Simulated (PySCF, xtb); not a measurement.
C3H9NSi, SMILES CN([SiH3])C=C. The values are those of a single conformer.

Harmonic wavenumbers (cm⁻¹) from xtb with GFN2-xTB at its own minimum, in rising order: 31, 122, 170, 228, 229, 359, 499, 562, 615, 641, 667, 771, 797, 801, 817, 973, 992, 1076, 1104, 1201, 1286, 1339, 1411, 1426, 1487, 1500, 1700, 2217, 2238, 2265, 2930, 2954, 3032, 3045, 3123, 3151.

What does PBE-D3(BJ)/def2-SVP (PySCF) give at its own minimum? (Estimate from the structure and the level; the computed values follow.)

81, 135, 167, 205, 219, 333, 501, 635, 652, 677, 689, 761, 881, 910, 928, 938, 953, 1071, 1096, 1189, 1265, 1297, 1377, 1399, 1412, 1441, 1654, 2140, 2170, 2186, 2927, 2996, 3063, 3066, 3088, 3192. Paired by order, the mean absolute difference is 39 cm⁻¹ and the zero-point energies are 68.3 and 68.2 kcal/mol.
